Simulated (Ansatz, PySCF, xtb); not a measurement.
Pulling on the Sb1–H2 bond in ClH2Sb (SMILES [Cl][SbH2]) (multiplicity 1 held, fragments rigid). Energies count from the point at 1.719 Å.
Geometry at that point (charge 0, multiplicity 1):
```xyz
4

Sb    -0.336    -0.343     0.319
H      0.000    -1.701    -0.679
H     -1.719     0.025    -0.632
Cl     1.108     1.128    -0.879
```

Restricted levels (R-, RO-) in cc, def2 and unpolarised 6-31G sets keep to the state of the molecule at rest. U- levels take the lowest unrestricted solution at each point, which mixes spins at long bonds. Levels need not reach the same state.

Rows in LANL2DZ carry no dispersion term and start afresh at each structure. LANL2DZ brings its own core potentials from Na on.

Programs: Ansatz (Gaussian basis) for Hartree–Fock, density functionals and correlated methods; PySCF for LANL2DZ rows; xtb for the GFN methods. Values without a source in brackets are computed. In def2 rows elements past Kr take small-core potentials, without spin–orbit coupling. The GFN methods have no spin term and hold the electronic entropy of 300 K.

### Question
One of these levels gives 3.078 eV for the energy at R = 5.499 Å. Name it.
A) R-wB97X-V/def2-TZVPP
B) GFN2-xTB
C) R-PBE/def2-TZVPP
D) U-HF/LANL2DZ

### Answer
B, GFN2-xTB. The others give 1.902 (U-HF/LANL2DZ), 4.053 (R-PBE/def2-TZVPP), 6.041 (R-wB97X-V/def2-TZVPP)

Doubts at one or more of the structures used: a spin-contaminated determinant (U-HF/LANL2DZ); a restricted determinant that unrestricted orbitals would lower (R-PBE/def2-TZVPP, R-wB97X-V/def2-TZVPP).

Ansatz is a first-principles code.
